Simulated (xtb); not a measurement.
H$_{2}$Cl$_{3}$NTi, charge -1, doublet, from a rough starting geometry (GFN-xTB shapes and energies of metal compounds can be far from the true ones) (the multiplicity is a formal guess); xtb with GFN2-xTB.

The xtb input:
```
$ xtb mol.xyz --gfn 2 --chrg -1 --uhf 1 --opt vtight --json

# file mol.xyz
7

Ti     0.31799339     0.51499351     0.10007087
Cl     2.32885623     0.32566858    -0.78187835
Cl     0.53927358     1.08565249     2.12402955
Cl    -0.65926265     2.17111936    -0.91279461
N     -0.62964458    -1.02178773    -0.11423184
H     -0.33839156    -1.87342911    -0.69009075
H     -1.48281376    -1.27415435     0.29491009
```

The log (banner, timings and long lists left out):

```
   ID    Z sym.   atoms
    1   22 Ti     1
    2   17 Cl     2-4
    3    7 N      5
    4    1 H      6, 7

           -------------------------------------------------
          |                Calculation Setup                |
           -------------------------------------------------

           -------------------------------------------------
          |                 G F N 2 - x T B                 |
           -------------------------------------------------

          ...................................................
          :                      SETUP                      :
          :.................................................:
          :  # basis functions                  46          :
          :  # atomic orbitals                  42          :
          :  # shells                           16          :
          :  # electrons                        33          :
          :  max. iterations                   250          :
          :  Hamiltonian                  GFN2-xTB          :
          :  restarted?                      false          :
          :  GBSA solvation                  false          :
          :  PC potential                    false          :
          :  electronic temp.          300.0000000     K    :
          :  accuracy                    1.0000000          :
          :  -> integral cutoff          0.2500000E+02      :
          :  -> integral neglect         0.1000000E-07      :
          :  -> SCF convergence          0.1000000E-05 Eh   :
          :  -> wf. convergence          0.1000000E-03 e    :
          :  Broyden damping             0.4000000          :
          :  net charge                         -1          :
          :  unpaired electrons                  1          :
          ...................................................

 iter      E             dE          RMSdq      gap      omega  full diag
   1    -18.8699315 -0.188699E+02  0.188E+01    0.41       0.0  T
   2    -19.5581182 -0.688187E+00  0.123E+01    0.17       1.0  T
   3    -19.6490745 -0.909562E-01  0.647E+00    0.13       1.0  T
   4    -19.6914681 -0.423936E-01  0.223E+00    0.11       1.0  T
   5    -19.6920585 -0.590450E-03  0.210E+00    0.08       1.0  T
   6    -19.6938419 -0.178332E-02  0.104E+00    0.09       1.0  T
   7    -19.6940548 -0.212936E-03  0.529E-01    0.10       1.0  T
   8    -19.6942625 -0.207667E-03  0.538E-01    0.09       1.0  T
   9    -19.6944213 -0.158827E-03  0.387E-01    0.09       1.0  T
  10    -19.6945731 -0.151778E-03  0.693E-02    0.09       1.0  T
  11    -19.6945756 -0.250079E-05  0.206E-02    0.09       1.8  T
  12    -19.6945761 -0.502226E-06  0.104E-02    0.09       3.6  T
  13    -19.6945762 -0.798455E-07  0.270E-03    0.09      14.0  T
  14    -19.6945762 -0.419746E-08  0.159E-03    0.09      23.8  T
  15    -19.6945762 -0.471837E-08  0.409E-04    0.09      92.4  T
  16    -19.6945762 -0.106510E-10  0.578E-04    0.09      65.4  T

   *** convergence criteria satisfied after 16 iterations ***

         :::::::::::::::::::::::::::::::::::::::::::::::::::::
         ::                     SUMMARY                     ::
         :::::::::::::::::::::::::::::::::::::::::::::::::::::
         :: total energy             -19.619113236148 Eh    ::
         :: gradient norm              0.076968804281 Eh/a0 ::
         :: HOMO-LUMO gap              0.093517367370 eV    ::
         ::.................................................::
         :: SCC energy               -19.694566955617 Eh    ::
         :: -> isotropic ES            0.148561226465 Eh    ::
         :: -> anisotropic ES         -0.007786761212 Eh    ::
         :: -> anisotropic XC         -0.008659866044 Eh    ::
         :: -> dispersion             -0.006366770948 Eh    ::
         :: repulsion energy           0.075453719470 Eh    ::
         :: add. restraining           0.000000000000 Eh    ::
         :: total charge              -1.000000000181 e     ::
[...]
 * total energy  :   -19.6261124 Eh     change       -0.6196625E-06 Eh
 * total energy  :   -19.6261130 Eh     change       -0.5527759E-06 Eh
 * total energy  :   -19.6261135 Eh     change       -0.4991628E-06 Eh
 * total energy  :   -19.6261141 Eh     change       -0.5784910E-06 Eh
 * total energy  :   -19.6261148 Eh     change       -0.7431836E-06 Eh
 * total energy  :   -19.6261158 Eh     change       -0.9422433E-06 Eh
 * total energy  :   -19.6261169 Eh     change       -0.1135586E-05 Eh
 * total energy  :   -19.6261176 Eh     change       -0.7559710E-06 Eh
 * total energy  :   -19.6261181 Eh     change       -0.4953057E-06 Eh
 * total energy  :   -19.6261185 Eh     change       -0.3242195E-06 Eh
 * total energy  :   -19.6261187 Eh     change       -0.1868624E-06 Eh
 * total energy  :   -19.6261187 Eh     change       -0.6551259E-07 Eh
   *** GEOMETRY OPTIMIZATION CONVERGED AFTER 22 ITERATIONS ***
         :: total energy             -19.626118720080 Eh    ::
[...]
        11        2.0000           -0.2750284              -7.4839
        12        2.0000           -0.2747532              -7.4764
        13        2.0000           -0.2728519              -7.4247
        14        2.0000           -0.2719479              -7.4001
        15        2.0000           -0.2709323              -7.3724
        16        2.0000           -0.2364935              -6.4353
        17        0.9230           -0.1337184              -3.6387 (HOMO)
        18        0.0770           -0.1289988              -3.5102 (LUMO)
        19                         -0.1112445              -3.0271
        20                         -0.1061417              -2.8883
        21                         -0.0919816              -2.5029
        22                          0.1184820               3.2241
        23                          0.1993853               5.4255
        24                          0.2076003               5.6491
        25                          0.2076828               5.6513
        26                          0.2079739               5.6593
        27                          0.2080825               5.6622
        28                          0.2080991               5.6627
       ...                                ...                  ...
        42                          1.0147181              27.6119
      -------------------------------------------------------------
                  HL-Gap            0.0047196 Eh            0.1284 eV
             Fermi-level           -0.1582323 Eh           -4.3057 eV

     #   Z          covCN         q      C6AA      α(0)
     1  22 Ti       3.052     0.624   107.755    25.349
     2  17 Cl       0.758    -0.466   114.301    16.354
     3  17 Cl       0.758    -0.469   114.404    16.361
     4  17 Cl       0.758    -0.469   114.415    16.362
     5   7 N        2.494    -0.495    33.223     8.560
     6   1 H        0.861     0.139     1.477     1.904
     7   1 H        0.862     0.135     1.507     1.923

 Mol. C6AA /au·bohr⁶  :       2471.998781
 Mol. C8AA /au·bohr⁸  :     120443.960976
 Mol. α(0) /au        :         86.812098

Wiberg/Mayer (AO) data.
largest (>0.10) Wiberg bond orders for each atom

 ---------------------------------------------------------------------------
     #   Z sym  total        # sym  WBO       # sym  WBO       # sym  WBO
 ---------------------------------------------------------------------------
     1  22 Ti   3.705 --     5 N    1.073     2 Cl   0.844     3 Cl   0.835
                             4 Cl   0.835
     2  17 Cl   0.953 --     1 Ti   0.844
     3  17 Cl   0.947 --     1 Ti   0.835
     4  17 Cl   0.946 --     1 Ti   0.835
     5   7 N    3.029 --     1 Ti   1.073     6 H    0.920     7 H    0.918
     6   1 H    0.980 --     5 N    0.920
     7   1 H    0.981 --     5 N    0.918
 ---------------------------------------------------------------------------

Topologies differ in total number of bonds
Writing topology from bond orders to xtbtopo.mol

molecular dipole:
                 x           y           z       tot (Debye)
 q only:       -1.534      -2.395      -0.275
   full:       -1.721      -2.653      -0.296       8.073
molecular quadrupole (traceless):
                xx          xy          yy          xz          yz          zz
 q only:       -0.474       0.212       1.951      -0.731       1.415      -1.478
  q+dip:       -0.806       3.039       4.837      -0.761       2.385      -4.031
   full:       -0.414       2.864       4.261      -0.902       2.188      -3.848

optimized geometry written to: xtbopt.xyz

           -------------------------------------------------
          | TOTAL ENERGY              -19.626118720080 Eh   |
          | GRADIENT NORM               0.000030854441 Eh/α |
          | HOMO-LUMO GAP               0.128427814455 eV   |
           -------------------------------------------------

normal termination of xtb
```
